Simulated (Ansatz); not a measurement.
Reaction (hydrogenolysis of the Sn–C bond): `[CH3][SnH]1[BH][NH]1` + H₂ → `[BH]1[NH][SnH2]1` + CH₄

Calculated with Ansatz (gas phase, PBE0-D4/def2-TZVP geometries, no zero-point term in ΔE). CCSD(T)/CBS is the MP2 limit (def2-TZVPP, def2-QZVPP) plus CCSD(T) − MP2 in def2-TZVPP, frozen cores. This one scheme is used for every species. Functionals use def2-TZVPP. Elements past krypton have def2 core potentials. For Sn outer-core shells are correlated without core-valence functions, which leaves a few kJ/mol of doubt a bond.

| level | ΔE (kcal/mol) |
| --- | --- |
| r2SCAN-D4 | -10.4 |
| r2SCANh | -11.0 |

(1) What does CCSD(T)/CBS give? (Best estimate.)

Largest T1 diagnostic among the species: 0.016.

Results:

(1) Ansatz gave: -8.6 kcal/mol. The listed levels differ from it by -1.8, -2.4 kcal/mol.

At CCSD(T), def2-SVP lies −5.1 kcal/mol from the extrapolated value and def2-TZVPP −1.2 kcal/mol. From PBE to PBE0 (25 % exact exchange), in def2-TZVPP and without D4, ΔE moves by −0.8 kcal/mol.
